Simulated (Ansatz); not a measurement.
A series at Si: from `Cl[Si](Cl)(Cl)I`, ligands are replaced one by one, each step taking up H₂ and setting free HCl; n counts the steps. Ansatz, PBE0-D4/def2-TZVP geometries.

CBS adds triple-zeta CCSD(T) − MP2 to the MP2 limit, frozen cores; atoms without spin–orbit coupling. Elements past krypton have def2 core potentials. Outer-core shells of I are correlated without core-valence functions. Spin–orbit coupling is left out.

```csv
n,molecule,"atomization energy, CCSD(T)/CBS (kJ/mol)"
0,`Cl[Si](Cl)(Cl)I`,1499.2
1,`Cl[SiH](Cl)I`,?
2,`Cl[SiH2]I`,1374.0
3,`[SiH3]I`,1310.0
```

**Question.** By hand: fit a straight line y = ȳ + b (n − n̄) to the 3 given rows and predict n = 1.

**Answer.** n̄ = 1.667, ȳ = 1394.40; Σ(n − n̄)(y − ȳ) = -294.00, Σ(n − n̄)² = 4.667, so b = -63.00 kJ/mol a step. Prediction: 1394.40 + (-63.00) × (-0.667) = 1436.4 kJ/mol.

**Question.** By hand: compare with the computed value, 1439.4 kJ/mol, and give the steps along the whole series.

**Answer.** The line misses by 3.0 kJ/mol (computed minus predicted). Steps: -59.8, -65.4, -64.0 kJ/mol.

The steps differ by at most 5.6 kJ/mol, 9 % of a mean step, so the ligands' effects nearly add and a line is close. The miss is 1.6 % of the series' range. The energies themselves are unsure by some kJ/mol a bond, though much of that is common to the series.
